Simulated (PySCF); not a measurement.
B3LYP has the VWN-RPA correlation part, as in Gaussian. Delta-SCF ions had no search for a lower state. Excitations are Tamm–Dancoff values on a coarser integration grid. The basis has no diffuse functions, so Rydberg states are missing or too high.

Cartesian coordinates (Å):
```xyz
7

In     0.0489    -0.0959    -0.1786
H      0.1700     1.3818    -1.0854
H     -1.4216    -1.0198    -0.2471
H      1.4940    -0.8378     0.4394
C     -0.7895     1.5504     2.9430
N     -0.5237     1.0281     1.9542
H     -1.0396     2.0417     3.8727
```
Charge 0, multiplicity 1.

Task: What is the computed HOMO–LUMO gap, LUMO, vertical ionisation energy (Delta-SCF), brightest of the four lowest singlets (TDA) and HOMO (B3LYP-D3(BJ)/def2-TZVP // PBE0-D4/def2-SVP (PySCF 2.14.0))?

Result: 
| Property | Value |
|---|---|
| HOMO–LUMO gap | 5.93 eV |
| LUMO | -1.26 eV |
| vertical ionisation energy (Delta-SCF) | 9.59 eV |
| brightest of the four lowest singlets (TDA) | 5.29 eV |
| HOMO | -7.19 eV |
